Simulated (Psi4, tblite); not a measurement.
Interaction energy of C2H2 ··· H3B (SMILES C#C and B), singlet. Monomers: optimised at B3LYP-D3(BJ) (def2-TZVP), held rigid. Orientation: lowest of the rigid-body minima from ten starts at GFN2-xTB. The monomers approach along the line of their centres of mass (distance R); nothing else relaxes. The table gives interaction energies.

```tsv
R / Å	A	B	C
3.14	1.56	10.89	15.23
3.32	-1.09	6.03	8.88
3.46	-1.96	3.93	5.91
3.70	-2.33	1.98	3.05
3.91	-2.17	1.14	1.83
4.09	-1.91	0.73	1.26
4.41	-1.44	0.35	0.71
4.69	-1.08	0.21	0.44
5.22	-0.63	0.13	0.22
5.92	-0.32	0.10	0.13
6.92	-0.13	0.06	0.07
8.19	-0.05	0.03	0.03
```

Energies in kcal/mol.

Q: Match the curves with the methods tblite 0.5.0 with GFN2-xTB; PBE-D3(BJ)/def2-TZVP, counterpoise-corrected in Psi4; wB97X-D/def2-TZVP, counterpoise-corrected in Psi4.

A: A is GFN2-xTB; B is PBE-D3(BJ)/def2-TZVP; C is wB97X-D/def2-TZVP.
